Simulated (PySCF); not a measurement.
**`CS[C@@]1(F)CC[S@@]1=O`, C$_{4}$H$_{7}$FOS$_{2}$**

Molfile (atoms numbered from 1):
```
C4H7FOS2
     RDKit          3D

 15 15  0  0  0  0  0  0  0  0999 V2000
    2.6137   -0.2459   -0.1600 C   0  0  0  0  0  0  0  0  0  0  0  0
    1.5331    1.0966    0.4053 S   0  0  0  0  0  0  0  0  0  0  0  0
    0.0011    0.1511    0.4449 C   0  0  1  0  0  0  0  0  0  0  0  0
    0.0691   -0.8500    1.3636 F   0  0  0  0  0  0  0  0  0  0  0  0
   -1.2963    0.9402    0.5432 C   0  0  0  0  0  0  0  0  0  0  0  0
   -2.0849    0.1175   -0.4689 C   0  0  0  0  0  0  0  0  0  0  0  0
   -0.5418   -0.5828   -1.2503 S   0  0  0  0  0  4  0  0  0  0  0  0
   -0.5775   -2.0332   -1.1917 O   0  0  0  0  0  0  0  0  0  0  0  0
    3.6041    0.1784   -0.2839 H   0  0  0  0  0  0  0  0  0  0  0  0
    2.2390   -0.6253   -1.1077 H   0  0  0  0  0  0  0  0  0  0  0  0
    2.6305   -1.0312    0.5903 H   0  0  0  0  0  0  0  0  0  0  0  0
   -1.7111    0.9555    1.5511 H   0  0  0  0  0  0  0  0  0  0  0  0
   -1.1345    1.9638    0.2091 H   0  0  0  0  0  0  0  0  0  0  0  0
   -2.6420   -0.7010   -0.0216 H   0  0  0  0  0  0  0  0  0  0  0  0
   -2.7067    0.6743   -1.1623 H   0  0  0  0  0  0  0  0  0  0  0  0
  1  2  1  0
  2  3  1  0
  3  4  1  1
  3  5  1  0
  5  6  1  0
  7  6  1  1
  7  8  2  0
  7  3  1  0
  1  9  1  0
  1 10  1  0
  1 11  1  0
  5 12  1  0
  5 13  1  0
  6 14  1  0
  6 15  1  0
M  END
```

The calculation used PySCF, TDDFT wB97X-D/aug-cc-pVDZ circular dichroism and optical rotation, one conformer, gas phase. Geometry: GFN2-xTB.

The molecule is flexible and this is one conformer; a measurement averages over conformers.

Draw the ECD and absorption spectra from the lowest 16 states, each a Gaussian of half-width 0.25 eV at 1/e height.


| E (eV) | λ (nm) | Δε (L mol⁻¹ cm⁻¹) | ε (L mol⁻¹ cm⁻¹) |
| --- | --- | --- | --- |
| 4.71 | 263 | -0.22 | 48.2 |
| 4.81 | 258 | -0.94 | 204 |
| 4.91 | 253 | -2.84 | 627 |
| 5.01 | 248 | -6.13 | 1410 |
| 5.11 | 243 | -9.19 | 2320 |
| 5.21 | 238 | -8.85 | 2850 |
| 5.31 | 234 | -3.75 | 2670 |
| 5.41 | 229 | +3.15 | 2000 |
| 5.51 | 225 | +7.20 | 1260 |
| 5.61 | 221 | +6.87 | 687 |
| 5.71 | 217 | +4.26 | 340 |
| 5.81 | 213 | +2.01 | 230 |
| 5.91 | 210 | +1.18 | 415 |
| 6.01 | 206 | +1.56 | 1000 |
| 6.11 | 203 | +2.24 | 2030 |
| 6.21 | 200 | +2.14 | 3310 |
| 6.31 | 197 | +1.24 | 4370 |
| 6.41 | 194 | +1.05 | 4790 |
| 6.51 | 191 | +3.08 | 4580 |
| 6.61 | 188 | +7.71 | 4190 |
| 6.71 | 185 | +13.76 | 4070 |
| 6.81 | 182 | +17.47 | 4280 |
| 6.91 | 179 | +14.35 | 4680 |
| 7.01 | 177 | +4.76 | 5570 |
| 7.11 | 174 | -6.37 | 7750 |
| 7.21 | 172 | -16.28 | 11400 |

Δε uses R in velocity form, ε uses f in length form. Only the states computed contribute, so the short-wavelength end is incomplete.
